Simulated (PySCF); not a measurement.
# Spinor energies of Tl (thallium, neutral)

Start: [Xe] 4f14 5d10 6s2 6p1; 6p1/2 filled at m_j = +1/2. Calculated with PySCF 2.14 in x2c-TZVPPall-2c (11s11p9d3f, 110 functions): generalised Hartree-Fock with the X2C-1e Hamiltonian and a Gaussian nucleus; one run each with spin-orbit coupling (SO) switched off, then screened by Boettger's factors.

| spinor shell | electrons | ε, spin-free (eV) | ε, screened SO (eV) | weight of nominal j (screened SO) | rms radius, screened SO (bohr) |
| --- | --- | --- | --- | --- | --- |
| 1s1/2 | 2 | -86016.3 | -85979.8 | 1.000 | 0.0184 |
| 2s1/2 | 2 | -15472.5 | -15460.6 | 1.000 | 0.0743 |
| 2p1/2 | 2 | -13324.5 | -14816.5 | 1.000 | 0.0628 |
| 2p3/2 | 4 | -13324.5 | -12745.7 | 1.000 | 0.0710 |
| 3s1/2 | 2 | -3764.9 | -3760.6 | 1.000 | 0.189 |
| 3p1/2 | 2 | -3137.1 | -3471.1 | 1.000 | 0.181 |
| 3p3/2 | 4 | -3137.1 | -3004.2 | 1.000 | 0.197 |
| 3d3/2 | 4 | -2474.8 | -2532.1 | 1.000 | 0.173 |
| 3d5/2 | 6 | -2474.8 | -2432.9 | 1.000 | 0.178 |
| 4s1/2 | 2 | -878.91 | -877.27 | 1.000 | 0.416 |
| 4p1/2 | 2 | -669.63 | -751.46 | 1.000 | 0.420 |
| 4p3/2 | 4 | -669.63 | -636.34 | 1.000 | 0.454 |
| 4d3/2 | 4 | -418.56 | -430.84 | 1.000 | 0.465 |
| 4d5/2 | 6 | -418.56 | -408.75 | 1.000 | 0.476 |
| 5s1/2 | 2 | -152.91 | -152.23 | 1.000 | 0.942 |
| 4f5/2 | 6 | -139.11 | -140.73 | 1.000 | 0.509 |
| 4f7/2 | 8 | -139.11 | -136.16 | 1.000 | 0.511 |
| 5p1/2 | 2 | -93.380 | -107.92 | 1.000 | 1.02 |
| 5d3/2 | 4 | -22.944 | -23.968 | 1.000 | 1.46 |
| 5d5/2 | 6 | -22.944 | -21.385 | 1.000 | 1.51 |
| 6s1/2 | 2 | -12.226 | -11.935 | 0.997 | 2.77 |
| 6p1/2 | 1 | -5.205 | -5.967 | 0.999 | 3.78 |

(1) Where does 5p3/2 lie, and what is the 5p spin-orbit splitting (screened SO)?

| quantity | spin-free | screened SO |
| --- | --- | --- |
| E (hartree) | -20230.25928 | -20265.14165 |
| M_J | 1/2 | 1/2 |
| ⟨J²⟩ | 1.277 | 0.765 |
| ⟨L²⟩ | 2.032 | 2.217 |
| ⟨S²⟩ | 0.761 | 0.946 |

Each row is a mean over spinors that exchange with the open shell spreads, by up to 0.446 eV (6s1/2).

Breit and QED terms are absent; they matter most for the inner s and p1/2 levels.

Densities and radii are taken from the X2C orbitals without a picture-change correction, which distorts them close to the nucleus.

Without spin-orbit coupling the j labels of p, d and f shells carry no meaning; the spin-free column gives the mean over the occupied spinors of each nl shell, and its ⟨J²⟩ belongs to a mixture of degenerate components.

## Answers

(1) At -86.933 eV, 20.988 eV above 5p1/2.
